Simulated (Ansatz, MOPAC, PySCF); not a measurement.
Scan of F2Si, singlet: symmetric bend, bond length relaxed. Scanned: F-Si-F angle. Other coordinates (Si-F bond length) were minimised at PBE0/def2-TZVP. Each profile is relative to its own lowest point.

```json
[
 {"a / °": "180", "A": "42.4", "B": "0.2", "C": "38.2"},
 {"a / °": "167", "A": "40.1", "B": "0.1", "C": "36.0"},
 {"a / °": "157", "A": "35.3", "B": "0.0", "C": "31.5"},
 {"a / °": "147", "A": "28.2", "B": "0.2", "C": "25.1"},
 {"a / °": "137", "A": "19.9", "B": "1.0", "C": "17.8"},
 {"a / °": "127", "A": "11.8", "B": "2.6", "C": "10.4"},
 {"a / °": "117", "A": "4.9", "B": "5.2", "C": "4.2"},
 {"a / °": "107", "A": "0.6", "B": "8.8", "C": "0.4"},
 {"a / °": "97", "A": "0.0", "B": "13.2", "C": "0.0"},
 {"a / °": "87", "A": "5.1", "B": "18.5", "C": "4.6"},
 {"a / °": "80", "A": "13.8", "B": "23.6", "C": "12.3"}
]
```

Energies in kcal/mol.

**Question.** Assign the columns to these levels of theory: Ansatz (a quantum-chemistry and plane-wave program) with MP2 on RHF/aug-cc-pVQZ, frozen core; PM6, restricted, heats of formation (MOPAC 23.2.5); PySCF 2.14.0 with restricted BP86/6-31G*, spherical d.

**Answer.** A is MP2/aug-cc-pVQZ; B is PM6; C is RKS-BP86/6-31G*.
